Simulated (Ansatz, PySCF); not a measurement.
Molecule: sum formula H₃B₂O, charge 0, multiplicity 2. It need not be the lowest isomer of its formula. 
Structure (B3LYP-D3(BJ)/def2-TZVP (Ansatz, an electronic-structure program) minimum search):
```
O
B 1 1.3054
B 1 1.3492 2 174.11
H 3 1.1906 1 118.03 2 -90.04
H 3 1.1906 4 123.94 1 179.92
H 2 1.1951 1 124.83 3 180.00
```
Charge 0, spin multiplicity 2.

Property: atomisation energy (electronic, to ground-state atoms), in kJ/mol. Correlated levels leave the core frozen unless marked. UHF or UKS for open shells. Spin-orbit coupling is left out. No relativistic terms. The coupled-cluster limit lacks core correlation, which all-electron functionals hold. Basis-set limits of correlation are two-point, X^-3; Hartree-Fock from the larger set. [CCSD(T)-MP2]/basis is that difference in the basis named.

```csv
level,program,atomisation energy (kJ/mol)
BLYP-D3(BJ)/def2-TZVPD,Ansatz + dftd3,2218.6
BP86-D3(BJ)/def2-TZVPD,PySCF + dftd3,2270.0
r2SCAN/def2-TZVPD,Ansatz,2231.8
PBE0-D4/def2-TZVP,Ansatz + dftd4,2205.9
BHLYP-D3(BJ)/def2-TZVPD,Ansatz + dftd3,___
r2SCAN0-D4/def2-TZVPD,Ansatz + dftd4,2193.8
PW6B95/def2-TZVPD,PySCF,2204.5
M06-2X/def2-TZVPD,PySCF,___
wB97M-V/def2-TZVPD,Ansatz,2198.8
B2PLYP-D4/def2-TZVPD,Ansatz + dftd4,2190.4
"RI-MP2/CBS(aug-cc-pVTZ,aug-cc-pVQZ)+[CCSD(T)-MP2]/aug-cc-pVTZ",Ansatz,___
```

Question: Some entries are withheld; supply them.

Answer: 
- BHLYP-D3(BJ)/def2-TZVPD, atomisation energy (kJ/mol): 2158.6
- M06-2X/def2-TZVPD, atomisation energy (kJ/mol): 2224.1
- RI-MP2/CBS(aug-cc-pVTZ,aug-cc-pVQZ)+[CCSD(T)-MP2]/aug-cc-pVTZ, atomisation energy (kJ/mol): 2174.4
